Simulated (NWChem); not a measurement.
System: cyclopentadiene (C$_{5}$H$_{6}$); SMILES C1=CCC=C1

The following NWChem deck was run.

```
start job
memory heap 200 mb stack 900 mb global 1100 mb
geometry units angstroms noautoz
  C      0.734102     0.000000    -0.999917
  C      1.183881     0.000000     0.286904
  C      0.000000     0.000000     1.213725
  C     -1.183881     0.000000     0.286904
  C     -0.734102     0.000000    -0.999917
  H      1.358996     0.000000    -1.904540
  H      2.230716     0.000000     0.619243
  H      0.000000     0.885121     1.891891
  H      0.000000    -0.885121     1.891891
  H     -2.230716     0.000000     0.619243
  H     -1.358996     0.000000    -1.904540
end
basis spherical
  * library def2-svp
end
dft
  xc scan
  grid xcoarse
  iterations 150
  mulliken
end
task dft gradient
```

Excerpt of the output:

```
             Northwest Computational Chemistry Package (NWChem) 7.3.0
             --------------------------------------------------------

 C2V symmetry detected

                             Geometry "geometry" -> ""
                             -------------------------

 Output coordinates in angstroms (scale by  1.889725989 to convert to a.u.)

  No.       Tag          Charge          X              Y              Z
 ---- ---------------- ---------- -------------- -------------- --------------
    1 C                    6.0000     0.73410200     0.00000000    -0.99823317
    2 C                    6.0000     1.18388100     0.00000000     0.28858783
    3 C                    6.0000     0.00000000     0.00000000     1.21540883
    4 C                    6.0000    -1.18388100     0.00000000     0.28858783
    5 C                    6.0000    -0.73410200     0.00000000    -0.99823317
    6 H                    1.0000     1.35899600     0.00000000    -1.90285617
    7 H                    1.0000     2.23071600     0.00000000     0.62092683
    8 H                    1.0000     0.00000000     0.88512100     1.89357483
    9 H                    1.0000     0.00000000    -0.88512100     1.89357483
   10 H                    1.0000    -2.23071600     0.00000000     0.62092683
   11 H                    1.0000    -1.35899600     0.00000000    -1.90285617

 Effective nuclear repulsion energy (a.u.)     155.6342046318

      Symmetry information
      --------------------

 Group name             C2v
 Group number             16
 Group order               4
 No. of unique centers     6

                                 NWChem DFT Module
                                 -----------------

 Summary of "ao basis" -> "ao basis" (spherical)
 ------------------------------------------------------------------------------
       Tag                 Description            Shells   Functions and Types
 ---------------- ------------------------------  ------  ---------------------
 C                          def2-svp                 6       14   3s2p1d
 H                          def2-svp                 3        5   2s1p

      Symmetry analysis of basis
      --------------------------

        a1         39
        a2         12
        b1         32
        b2         17

            General Information
            -------------------
          SCF calculation type: DFT
          Wavefunction type:  closed shell.
          No. of atoms     :    11
          No. of electrons :    36
           Alpha electrons :    18
            Beta electrons :    18
          Charge           :     0
          Spin multiplicity:     1
          Use of symmetry is: on ; symmetry adaption is: on
          Maximum number of iterations: 150
          AO basis - number of functions:   100
                     number of shells:    48
          Convergence on energy requested:  1.00D-06
          Convergence on density requested:  1.00D-05
          Convergence on gradient requested:  5.00D-04

              XC Information
              --------------
                         SCAN Method XC Functional
                  SCAN metaGGA Exchange Functional  1.000
                        SCAN Correlation Potential  1.000

             Grid Information
             ----------------
          Grid used for XC integration:  xcoarse
          Radial quadrature: Mura-Knowles
          Angular quadrature: Lebedev.
          Tag              B.-S. Rad. Rad. Pts. Rad. Cut. Ang. Pts.
          ---              ---------- --------- --------- ---------
          C                   0.70       21           9.0       194
          H                   0.35       21          11.0       194
          Grid pruning is: on
          Number of quadrature shells:   126
          Spatial weights used:  Erf1

      Superposition of Atomic Density Guess
      -------------------------------------

 Sum of atomic energies:        -191.11972670

      Non-variational initial energy
      ------------------------------

 Total energy =    -194.633052
 1-e energy   =    -563.033114
 2-e energy   =     212.765857
 HOMO         =      -0.254878
 LUMO         =      -0.032121

      Symmetry analysis of molecular orbitals - initial
      -------------------------------------------------

  Numbering of irreducible representations:

     1 a1          2 a2          3 b1          4 b2

  Orbital symmetries:

     1 a1          2 a1          3 b1          4 a1          5 b1
     6 a1          7 b1          8 a1          9 a1         10 b1
    11 a1         12 b2         13 b1         14 a1         15 b1
    16 a1         17 b2         18 a2         19 b2         20 a2
    21 a1         22 a1         23 b1         24 a1         25 b1
    26 b2         27 b1         28 a1

     ---------------------------------------------
      Total Density - Mulliken Population Analysis
     ---------------------------------------------

[...]

                         DFT ENERGY GRADIENTS

    atom               coordinates                        gradient
                 x          y          z           x          y          z
   1 C       1.387252   0.000000  -1.886387   -0.002990   0.000000  -0.012949
   2 C       2.237211   0.000000   0.545352    0.007765   0.000000   0.011728
   3 C       0.000000   0.000000   2.296790    0.000000   0.000000   0.000558
   4 C      -2.237211   0.000000   0.545352   -0.007765   0.000000   0.011728
   5 C      -1.387252   0.000000  -1.886387    0.002990   0.000000  -0.012949
   6 H       2.568130   0.000000  -3.595877    0.004273   0.000000  -0.006851
   7 H       4.215442   0.000000   1.173382    0.006397   0.000000   0.002206
   8 H       0.000000   1.672636   3.578338    0.000000   0.006613   0.005587
   9 H       0.000000  -1.672636   3.578338   -0.000000  -0.006613   0.005587
  10 H      -4.215442   0.000000   1.173382   -0.006397   0.000000   0.002206
  11 H      -2.568130   0.000000  -3.595877   -0.004273   0.000000  -0.006851
```

Level: SCAN/def2-SVP. The geometry was optimised at PBE-D3(BJ)/def2-SVP.
